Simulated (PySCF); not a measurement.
F₃Fe, SMILES [F][Fe+]([F])[F] (connectivity only; charge and spin as stated), charge +1, multiplicity 5. Geometry: PBE-D3(BJ)/def2-SVP. The multiplicity is an assumed one; other spin states were not compared.

Calculation: PySCF with PBE-D3(BJ)/def2-SVP.

Harmonic wavenumbers (cm⁻¹): 125, 191, 212, 657, 758, 813. Rotational constants (GHz): 8.647, 5.013, 3.173; symmetry number 2.

Q: Work out the zero-point energy and the ideal-gas rigid-rotor harmonic-oscillator thermochemistry at 298.15 K and 1 atm.

A: ZPE = ½ Σ hcν = ½ × 2756 cm⁻¹ = 16.48 kJ/mol. H − E(el) = 31.92 kJ/mol. Entropy in J/(mol K): translation 167.69, rotation 99.93, vibration 33.75, spin 13.38, total 314.75. G − E(el) = -61.92 kJ/mol. Cp = 66.18 J/(mol K). Modes under 150 cm⁻¹ make the vibrational entropy uncertain.
